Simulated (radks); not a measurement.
Ca4+, configuration [Ne] 3s2 3p4.

All-electron calculation, Dirac Kohn-Sham, PBE, spin-unpolarised, spherical densities, point nucleus; open shells fill j = l - 1/2 first. Program: a radial shooting solver on a logarithmic mesh with Libxc functionals.

Energy parts (Ry):
total: -1350.55181
kinetic: 1361.46799
electron-nucleus: -3145.11005
Hartree: 501.86221
exchange-correlation: -68.77196

Orbitals (lengths in bohr, moments of r in powers of bohr; r(max) is where P^2 peaks; r(90%) holds 90 % of the orbital's charge):
\begin{tabular}{lrrrrrrr}
orbital & occ. & eigenvalue (Ry) & <r^4> & <r^2> & r(max) & r(90%) & small-component weight \\ \hline
1s1/2 & 2 & -294.6370 & 0.0001625 & 0.007941 & 0.05028 & 0.137 & 5.11e-03 \\
2s1/2 & 2 & -34.68715 & 0.04341 & 0.1565 & 0.2997 & 0.566 & 8.60e-04 \\
2p1/2 & 2 & -29.03634 & 0.03566 & 0.1309 & 0.2449 & 0.537 & 8.38e-04 \\
2p3/2 & 4 & -28.76398 & 0.03661 & 0.1328 & 0.2469 & 0.540 & 8.31e-04 \\
3s1/2 & 2 & -7.16600 & 2.945 & 1.375 & 0.9695 & 1.62 & 1.86e-04 \\
3p1/2 & 2 & -5.70929 & 3.938 & 1.553 & 1.002 & 1.75 & 1.64e-04 \\
3p3/2 & 2 & -5.67523 & 4.013 & 1.568 & 1.007 & 1.76 & 1.63e-04 \\
\end{tabular}

The highest occupied level is 3p3/2 at -77.215 eV. For comparison, the ionisation energy in NIST's Atomic Spectra Database is 84.3 eV (semi-empirical). In exact Kohn-Sham theory the highest level is minus the ionisation energy, but local and semilocal functionals leave it too shallow, through self-interaction and a potential that decays too fast; potentials with the right tail come closer.

Beside tabulated values, note that spin-unpolarised runs miss the spin-polarisation part of the exchange energy of open shells.
